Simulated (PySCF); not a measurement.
**AlGa: one state, many levels of theory**

State: ³Π (triplet), unpaired electrons σ ↑, π ↑. Set-up: PySCF, no relativity, basis sets Al pcseg-1, Ga pcseg-1. De refers to Al + Ga in their high-spin ground configurations, without counterpoise correction. The functionals are run spin-unrestricted. A positive dipole means Al(−)Ga(+).

```tsv
Level	Re (Å)	ωe (cm⁻¹)	De (eV)	μ (D)
UHF	2.746	227	0.77	-0.23
UHF-MP2	2.707	240	1.24	n/a
UHF-SCS-MP2	2.705	242	1.11	n/a
UHF-CCSD	2.725	231	1.21	n/a
UHF-CCSD(T)	2.724	231	1.28	n/a
PBE	2.744	212	1.60	0.11
PW91	2.740	213	1.61	0.09
r²SCAN	2.708	223	1.61	-0.15
PBE0	2.712	226	1.50	0.04
r²SCAN0	2.696	230	1.51	-0.19
B97-3	2.735	220	1.39	-0.01
CAM-B3LYP	2.698	230	1.23	-0.12
```

The bond length runs from 2.696 Å (r²SCAN0) to 2.746 Å (UHF). De spans 0.77 eV (UHF, mean field) to 1.61 eV (r²SCAN, meta-GGA). Correlation at CCSD(T) changes the Hartree–Fock bond energy by +0.51 eV; the triples alone change it by +0.07 eV.

Correlated steps freeze 14 core orbitals. Correlated levels converge slowly with the basis: in double zeta they bind strong bonds too weakly, by up to about 1 eV, and carry superposition errors of some tenths. Spin–orbit coupling is left out. The state was picked by a PBE0 search and need not be the measured ground state.
